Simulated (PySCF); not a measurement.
A species of formula C6H9N3 has this rotational fingerprint, computed with PBE0/pcSseg-1 in PySCF (dipole) on a GFN2-xTB geometry, gas phase:

- Rotational constants: A = 4251, B = 941.9, C = 816.4 MHz
- Dipole components: |μa| = 2.87 D, |μb| = 3.25 D, |μc| = 1.16 D
- Inertial defect: -36.45 u·Å²
- κ: -0.93

Problem. Which structure is it? (One computed conformer of each.)
A. `[CH3:1][CH2:2][CH2:3][c:4]1[n:5][cH:6][n:7][cH:8][n:9]1` with C1–C2–C3–C4 180°, C2–C3–C4–N5 -89°
B. `[CH3:1][CH:2]([CH3:3])[c:4]1[cH:5][n:6][n:7][cH:8][n:9]1` with C1–C2–C4–C5 115°
C. `[cH:1]1[cH:2][n:3]([CH:4]2[CH2:5][CH2:6][CH2:7]2)[n:8][n:9]1` with C2–N3–C4–C5 -128°, N3–C4–C5–C6 -131°, C4–C5–C6–C7 13°, C5–C6–C7–C4 -13°, N3–C4–C7–C6 131°
D. `[CH2:1]=[CH:2][CH2:3][n:4]1[cH:5][c:6]([CH3:7])[n:8][n:9]1` with C1–C2–C3–N4 -128°, C2–C3–N4–C5 63°
E. `[CH3:1][c:2]1[cH:3][n:4]([CH:5]2[CH2:6][CH2:7]2)[n:8][n:9]1` with C3–N4–C5–C6 -146°

Solution. D. It is C=CCn1cc(C)nn1, a near-prolate asymmetric top, point group C1. The candidates at the same level (rigid rotor, commonest isotopes):

| SMILES | A (MHz) | B (MHz) | C (MHz) | μa (D) | μb (D) | μc (D) | Δ (u·Å²) | point group | rotor |
| --- | --- | --- | --- | --- | --- | --- | --- | --- | --- |
| CC(C)c1cnncn1 | 3629 | 1152 | 1073 | 3.49 | 0.33 | 0.02 | -106.70 | near Cs | near-prolate asymmetric top |
| C=CCn1cc(C)nn1 | 4251 | 941.9 | 816.4 | 2.87 | 3.25 | 1.16 | -36.45 | C1 | near-prolate asymmetric top |
| CCCc1ncncn1 | 4814 | 924.5 | 836.0 | 1.01 | 0.00 | 0.04 | -47.15 | Cs | near-prolate asymmetric top |
| Cc1cn(C2CC2)nn1 | 5824 | 988.9 | 910.5 | 1.49 | 4.03 | 0.01 | -42.77 | near Cs | near-prolate asymmetric top |
| c1cn(C2CCC2)nn1 | 4894 | 1092 | 1038 | 2.12 | 3.90 | 0.09 | -79.15 | – | near-prolate asymmetric top |

`Cc1cn(C2CC2)nn1` has A 37 % too high; `CCCc1ncncn1` has A 13 % too high; `c1cn(C2CCC2)nn1` has C 27 % too high; `CC(C)c1cnncn1` has C 31 % too high. No structure here is proved a minimum.
